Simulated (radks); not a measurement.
Values are calculated unless marked as measured or tabulated.
Question: Level of theory: non-relativistic Kohn-Sham, LDA (Slater exchange, Perdew-Wang correlation), spin-unpolarised, spherical densities, point nucleus (a radial shooting solver on a logarithmic mesh with Libxc functionals). Response by self-consistent Sternheimer equations with the Hartree and adiabatic LDA kernel. For heavy and open-shell atoms this level of theory can miss by tens of per cent. Rank Ar+, Ar, Mg, Mo, Sc+, Se2+, B (NIST ground configurations) by static dipole polarisability, largest first.

Answer: Mo 85.79, Mg 71.39, Sc+ 53.33, B 25.05, Ar 12.00, Se2+ 9.467, Ar+ 7.107 bohr^3.
